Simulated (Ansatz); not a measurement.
Z-matrix (Å, degrees):
```
C
C 1 1.3364
O 1 1.3584 2 119.52
H 3 0.9608 1 109.75 2 180.00
H 2 1.0868 1 116.20 3 0.00
C 1 1.4912 2 125.67 5 -180.00
H 6 1.0892 1 111.96 2 0.00
H 6 1.0953 7 107.98 1 121.82
H 6 1.0953 7 107.98 8 116.36
Si 2 1.8449 5 118.77 1 -180.00
H 10 1.4862 2 108.99 5 0.00
H 10 1.4916 11 108.13 2 -122.59
H 10 1.4916 11 108.13 12 -114.81
```
Charge 0, spin multiplicity 1.

Level of theory: Ansatz (an electronic-structure program) with frozen-core CCSD(T)/cc-pVTZ // PBE0-D3(BJ)/def2-TZVP.

The HF energy is -482.11955 Ha and the MP2 correlation energy is -0.86842 Ha.

Estimate the CCSD correlation energy, the (T) correction, the total energy and the T1 diagnostic.


The CCSD correlation energy comes out as -0.91538 Ha, the (T) correction is -0.03785 Ha and the CCSD(T) total energy is -483.07279 Ha. The T1 diagnostic is 0.012.
